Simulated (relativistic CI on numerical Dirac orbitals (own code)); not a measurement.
V5+ in a cubic cluster: 2p photoemission with charge transfer

Computed with a charge-transfer multiplet model of a cubic metal-ligand cluster with up to 2 ligand holes, Slater and spin-orbit integrals from Dirac-Coulomb-Breit ions, Slater integrals scaled by 0.9. The ground state mixes d0 with configurations of k ligand holes L, whose averages lie at kΔ + k(k − 1)U_dd/2; a core hole lowers each added d electron by U_cd. 20 K, Lorentzian 0.6 eV and Gaussian 0.8 eV FWHM.

Atomic integrals in eV (Slater integrals scaled, ζ unscaled), ground: F2dd 9.064, F4dd 5.680, zeta_d 0.024; with the core hole: F2dd 9.064, F4dd 5.680, zeta_d 0.047, zeta_core 4.606, F2cd 6.737, G1cd 5.189, G3cd 2.951. Where a configuration has fewer than two d electrons, the dd integrals are those of d2.

Cluster parameters (eV): Δ = -1.2, U_dd = 4.7, U_cd = 5.4, 10Dq = 1.8, 10Dq(ligand) = 0.2, final-state hopping factor = 1.

| Case | n_d | d0 | d1L | d2L2 | S |
| --- | --- | --- | --- | --- | --- |
| V(eg) = 1.15 eV, V(t2g) = -0.51 eV | 0.98 | 0.19 | 0.64 | 0.17 | 0.00 |
| V(eg) = 2.05 eV, V(t2g) = -0.91 eV | 1.00 | 0.21 | 0.58 | 0.21 | 0.00 |
| V(eg) = 2.95 eV, V(t2g) = -1.31 eV | 1.02 | 0.21 | 0.55 | 0.24 | 0.00 |

Weights, n_d and S are thermal averages at 20 K. Binding energies count from the first peak over 30 % of the highest in each spectrum, which can be another peak from case to case. The parameters are a model scan and need not match a compound or its usual spin state. Peaks in eV (height, largest 100):
- V(eg) = 1.15 eV, V(t2g) = -0.51 eV: 0.0 (100), 5.1 (27), 7.4 (80), 11.6 (16), 13.7 (17), 17.0 (7)
- V(eg) = 2.05 eV, V(t2g) = -0.91 eV: 0.0 (100), 7.6 (43), 10.4 (13), 18.0 (5)
- V(eg) = 2.95 eV, V(t2g) = -1.31 eV: 0.0 (100), 7.7 (34), 13.9 (5)

A d0 ion has no d-d gap: its lowest excitations are ligand-to-metal charge transfer. With the core hole the average of the configuration with one ligand hole lies at Δ − U_cd = -6.6 eV before mixing: it lies below the unscreened one, so the lowest final states are mostly screened and the unscreened weight appears at higher binding energy as a satellite.

With at most 2 ligand holes the space is cut while the next configuration still counts, so covalency is underestimated, and a final configuration with one more ligand hole, which can lie low, is missing from the spectra.
